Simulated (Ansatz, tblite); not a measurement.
Spin states of the cluster K₃⁺, each relaxed with PBE/def2-TZVP in Ansatz. Electronic energies in the gas phase.

The xTB rows come from tblite. LC-ωPBE has ω = 0.4 bohr⁻¹. B3LYP takes the VWN-RPA correlation. Correlated methods freeze 15 core orbitals; core or outer-core shells of K are correlated, in sets that lack core-valence functions. The structure comes from a short search, and lower isomers may exist.

Singlet geometry (D3h within 0.1 Å):

Cartesian coordinates in Å:
```
K -1.739 -1.530 -1.041
K -0.716 1.815 1.624
K 2.455 -0.285 -0.583
```

Triplet geometry:

```tsv
atom	x (Å)	y (Å)	z (Å)
K1	3.408	0.061	3.359
K2	-0.020	-0.054	0.021
K3	-3.388	-0.007	-3.380
```

⟨S²⟩: triplet 2.00 at PBE0/def2-TZVP (pure 2.00).

Run but left out: HF/STO-3G (singlet: restricted singlet, unstable in another Hartree–Fock run and untested here); HF/def2-TZVP, HF/def2-TZVPP (singlet: restricted singlet, unstable towards broken spin symmetry).

The quintet was relaxed too but is left out (at the level of its geometry, an occupied level 0.04 eV above an empty one); at PBE0/def2-TZVP it lies 19.82 eV above the lowest shown. The triplet has other bonds than the singlet, so the gap mixes isomer and spin.

(1) Estimate which spin state lies lowest at each of these levels, and by how much: GFN1-xTB; PBE/def2-TZVP; revPBE/def2-TZVP; BLYP/def2-TZVP; r2SCAN/def2-TZVP; B3LYP/def2-TZVP; CAM-B3LYP/def2-TZVP; LC-ωPBE/def2-TZVP; RPA@PBE/def2-TZVP; MP2/def2-TZVP; CCSD/def2-TZVPP; CCSD(T)/def2-TZVPP.

## Answers

(1) 
```csv
level,triplet − singlet (kJ/mol),lowest of these,remarks
GFN1-xTB,262.5,singlet,–
PBE/def2-TZVP,52.0,singlet,–
revPBE/def2-TZVP,47.8,singlet,–
BLYP/def2-TZVP,50.6,singlet,–
r2SCAN/def2-TZVP,30.1,singlet,–
B3LYP/def2-TZVP,48.2,singlet,–
CAM-B3LYP/def2-TZVP,44.5,singlet,–
LC-ωPBE/def2-TZVP,26.6,singlet,–
RPA@PBE/def2-TZVP,43.0,singlet,–
MP2/def2-TZVP,32.5,singlet,restricted SCF unstable (singlet)
CCSD/def2-TZVPP,40.8,singlet,restricted SCF unstable (singlet)
CCSD(T)/def2-TZVPP,46.6,singlet,restricted SCF unstable (singlet)
```

Change of the triplet − singlet gap on mixing in exact exchange, in kJ/mol: BLYP to B3LYP (20 % exact exchange) -2.5. The xTB methods have no term that favours high spin, so they put low spin too low.
